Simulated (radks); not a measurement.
Results of a calculation; reference values are marked as such.
Pt61+, 17 electrons, occupied as [Ne] 3s2 3p5.

Level of theory: scalar-relativistic Kohn-Sham, LDA (Slater exchange, VWN5 correlation), spin-polarised, spherical densities, finite nucleus; open shells are filled with parallel spins first (spin-orbit coupling, left out, can overturn this in heavy ions); Fermi nuclear charge, rms radius 5.427 fm (a radial shooting solver on a logarithmic mesh with Libxc functionals).

Energy parts (eV):
total: -389355.45
kinetic: 444898.95
electron-nucleus: -869607.14
Hartree: 40038.85
exchange-correlation: -4686.12

Orbitals (lengths in bohr, moments of r in powers of bohr; r(max) is where P^2 peaks):
| orbital | occ. | eigenvalue (eV) | <r> | <1/r> | <r^4> | r(max) |
|---|---|---|---|---|---|---|
| 1s up | 1 | -83127.76 | 0.01716 | 93.84 | 4.525e-07 | 0.01063 |
| 1s down | 1 | -83123.51 | 0.01716 | 93.85 | 4.525e-07 | 0.01063 |
| 2s up | 1 | -18411.03 | 0.07176 | 22.21 | 0.00006362 | 0.06102 |
| 2s down | 1 | -18407.57 | 0.07175 | 22.21 | 0.00006358 | 0.06102 |
| 2p up | 3 | -16611.76 | 0.06452 | 19.83 | 0.00005044 | 0.05032 |
| 2p down | 3 | -16607.46 | 0.06451 | 19.83 | 0.00005042 | 0.05033 |
| 3s up | 1 | -7258.100 | 0.1747 | 8.878 | 0.001776 | 0.1653 |
| 3s down | 1 | -7248.727 | 0.1747 | 8.875 | 0.001779 | 0.1653 |
| 3p up | 3 | -6729.367 | 0.1726 | 8.187 | 0.001798 | 0.1625 |
| 3p down | 2 | -6719.938 | 0.1726 | 8.185 | 0.001801 | 0.1625 |

The highest occupied level is 3p down at -6719.9 eV. The density falls to 0.001 e/bohr^3 at r = 0.54 bohr. The spin density at the nucleus is -33.80 e/bohr^3 (1s -53.93, 2s -3.68, 3s 23.82). Summed over all electrons, <r^2> = 0.2853 bohr^2, which gives a Langevin (diamagnetic) susceptibility term of -0.226 x 10^-6 cm^3/mol. Spin moment in Bohr magnetons: 1. For comparison, the ionisation energy in NIST's Atomic Spectra Database is 6646 eV (theoretical). In exact Kohn-Sham theory the highest level is minus the ionisation energy, but local and semilocal functionals leave it too shallow, through self-interaction and a potential that decays too fast; potentials with the right tail come closer. The electron density at the nucleus is 2.106e+06 e/bohr^3 (large components only).
